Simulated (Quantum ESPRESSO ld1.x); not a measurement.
Problem. Ionisation ladder of gold, from Au XLV to Au LXVI. Each ion is in the ground configuration listed by NIST, and IE = E(next ion) - E(this ion). Method: Dirac Kohn-Sham, PBE, spin-unpolarised, spherical densities, point nucleus; open shells fill j = l - 1/2 first; computed with ld1.x of Quantum ESPRESSO 7.5.

species        configuration  IE, Delta-SCF (eV)  <r> HOMO (bohr)
Au XLV     [Ar] 3d10 4s2 4p5              2325.5            0.382
Au XLVI    [Ar] 3d10 4s2 4p4              2385.8            0.380
Au XLVII   [Ar] 3d10 4s2 4p3                   ?            0.378
Au XLVIII  [Ar] 3d10 4s2 4p2              2650.0            0.355
Au XLIX    [Ar] 3d10 4s2 4p1              2714.4            0.353
Au L           [Ar] 3d10 4s2              2886.8            0.356
Au LI          [Ar] 3d10 4s1              2951.1            0.355
Au LII             [Ar] 3d10                   ?            0.164
Au LIII             [Ar] 3d9              5021.9            0.163
Au LIV              [Ar] 3d8                   ?            0.162
Au LV               [Ar] 3d7              5306.8            0.160
Au LVI              [Ar] 3d6                   ?            0.159
Au LVII             [Ar] 3d5              5597.3            0.158
Au LVIII            [Ar] 3d4              5850.2            0.153
Au LIX              [Ar] 3d3              6002.5            0.152
Au LX               [Ar] 3d2              6156.2            0.151
Au LXI              [Ar] 3d1              6311.1            0.150
Au LXII                 [Ar]              6735.7            0.174
Au LXIII        [Ne] 3s2 3p5              6869.5            0.173
Au LXIV         [Ne] 3s2 3p4              7003.7            0.172
Au LXV          [Ne] 3s2 3p3              7138.1            0.171
Au LXVI         [Ne] 3s2 3p2              7782.5            0.158

Estimate the withheld Delta-SCF values.

Solution. Au XLVII: 2446.2 eV (NIST 2443); Au LII: 4881.7 eV (NIST 4888); Au LIV: 5163.7 eV (NIST 5156); Au LVI: 5451.3 eV (NIST 5452).

Beside tabulated values, note that spin-unpolarised runs miss the spin-polarisation part of the exchange energy of open shells.
